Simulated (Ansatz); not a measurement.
Cost and result for the atomization energy of CH6AlGaSi (`[SiH3][Al]1[CH2][GaH]1`) (10 atoms, 10 bonds).

```xyz
10

Si   -0.489   -2.339    0.341
Al    0.476   -0.106    0.016
C     0.002    1.499   -0.902
Ga    0.933    2.065    0.898
H    -0.171   -2.897    1.684
H     0.052   -3.280   -0.681
H    -1.972   -2.311    0.189
H    -0.893    1.753   -1.472
H     0.848    2.052   -1.361
H     1.214    3.564    1.288
```

The species carries charge 0 and has multiplicity 1. Correlated methods include outer-core shells of Ga, which these sets cover unevenly. Scalar relativity is left out up to krypton. The geometry is a stationary point of PBE0-D4/def2-TZVP. Program: Ansatz. All runs use 4 threads of an Arm Neoverse V2 on a shared host. Times are those of one run each, without the atoms' runs, and a repeat can differ threefold. Electronic energies, without spin–orbit coupling; frozen cores. CCSD(T)/CBS adds CCSD(T) − MP2 in def2-TZVPP to the MP2 limit, and its time is that of the two runs behind it. T1 = 0.015. With those shells the extrapolation isn't a true limit.

CCSD(T)/CBS is a level of theory with its own doubt, some kJ/mol a heavy atom from the limit and from the frozen cores, so smaller differences don't rank the functionals.

| level | functions | wall time |
| --- | --- | --- |
| LDA (SPW92)/def2-TZVPP | 247 | 1.4 s |
| BLYP-D4/def2-TZVPP | 247 | 2.2 s |
| PBE0-D4/def2-TZVPP | 247 | 3.7 s |
| BHLYP-D4/def2-TZVPP | 247 | 3.9 s |
| CAM-B3LYP-D4/def2-TZVPP | 247 | 4.3 s |
| CCSD(T)/def2-SVP | 112 | 5.5 s |
| r2SCAN-D4/def2-TZVPP (with forces) | 247 | 6 s |
| B2PLYP/def2-TZVPP | 247 | 6.5 s |
| B97M-V/def2-TZVPP | 247 | 11 s |
| ωB97M-V/def2-TZVPP (with forces) | 247 | 15 s |
| MP2/def2-QZVPP | 466 | 25 s |
| CCSD(T)/def2-TZVPP | 247 | 2.1 min |
| CCSD(T)/CBS(def2) | – | 2.5 min |

Problem. What atomization energy does each give, and how far from CCSD(T)/CBS? (Estimate.)

Solution. Computed: 
| level | atomization (kJ/mol) | difference from CCSD(T)/CBS | per bond |
| --- | --- | --- | --- |
| LDA (SPW92)/def2-TZVPP | 3143.6 | 346.6 | 34.7 |
| BLYP-D4/def2-TZVPP | 2737.5 | -59.5 | -6.0 |
| PBE0-D4/def2-TZVPP | 2775.4 | -21.6 | -2.2 |
| BHLYP-D4/def2-TZVPP | 2721.0 | -76.0 | -7.6 |
| CAM-B3LYP-D4/def2-TZVPP | 2771.8 | -25.2 | -2.5 |
| CCSD(T)/def2-SVP | 2618.6 | -178.4 | -17.8 |
| r2SCAN-D4/def2-TZVPP (with forces) | 2813.3 | 16.3 | 1.6 |
| B2PLYP/def2-TZVPP | 2737.8 | -59.2 | -5.9 |
| B97M-V/def2-TZVPP | 2825.4 | 28.4 | 2.8 |
| ωB97M-V/def2-TZVPP (with forces) | 2776.3 | -20.7 | -2.1 |
| MP2/def2-QZVPP | 2767.8 | -29.2 | -2.9 |
| CCSD(T)/def2-TZVPP | 2733.5 | -63.5 | -6.4 |
| CCSD(T)/CBS(def2) | 2797.0 | 0.0 | 0.0 |

In def2-TZVPP, CCSD(T) changes the Hartree–Fock value by +703.0 kJ/mol (the triples alone add +43.0 kJ/mol) and MP2 by +700.0 kJ/mol; breaking electron pairs costs correlation energy, which Hartree–Fock lacks. From BLYP to BHLYP (50 % exact exchange), in def2-TZVPP and without D4, the atomization energy moves by −3.4 kJ/mol: exact exchange takes away binding that semilocal exchange gives to molecules. Leaving LDA and LC-ωPBE aside and taking each functional with its dispersion term where it has one, the values spread over 104.4 kJ/mol, from BHLYP-D4 to B97M-V. LDA lies +368.6 kJ/mol from PBE without D4, its usual overbinding.
